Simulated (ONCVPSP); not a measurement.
# Transferability test, ONCV potential for iron

```
Element                 : iron (Fe)
Generator               : ONCVPSP 4.0.1
Type                    : optimised norm-conserving Vanderbilt (ONCV)
Functional              : PBE
Relativity              : scalar-relativistic
Frozen core             : [Ar]
Valence charge          : 8
Reference configuration : 3d6 4s2
Partial waves           : 4s: rc 2.25 bohr, ncon 4, nbas 8, qcut 3.7 1/bohr, 2 projectors, debl 1.5 Ha; p scattering state at 0.06 Ha: rc 2.05 bohr, ncon 5, nbas 8, qcut 3.7 1/bohr, 2 projectors, debl 2.9 Ha; 3d: rc 1.15 bohr, ncon 4, nbas 9, qcut 16.5 1/bohr, 1 projector
Local potential         : polynomial inside 0.70 bohr (lpopt 5, dvloc0 0 Ha)
Core correction         : Teter function, fcfact 4, rcfact 1.5
```

Energies are relative to the spin-unpolarised reference configuration 3d6 4s2; without spin polarisation the order of configurations can differ from experiment.

| valence configuration | charge | ΔE all-electron (eV) | error AE − PS (meV) |
| --- | --- | --- | --- |
| 3d6 4s1 | +1 | 8.729 | -21 |
| 3d6 4s0 | +2 | 24.932 | -153 |
| 3d6 4s0 4p2 | 0 | 8.456 | -23 |

(1) What are ΔE and the potential's error for 3d5 4s0?

Levels in the configuration 3d6 4s0:

```tsv
level	all-electron (eV)	pseudo (eV)
3d	-25.717	-25.655
```

Note: ghosts flagged at negative energy: s at -297.3 eV; GHOST(+) flagged for p at 29.6 eV, s at 109.3 eV. A true bound ghost makes a file unfit for plane-wave use.

Results:

(1) ΔE = 59.155 eV all-electron; the error (AE − PS) is -307 meV.
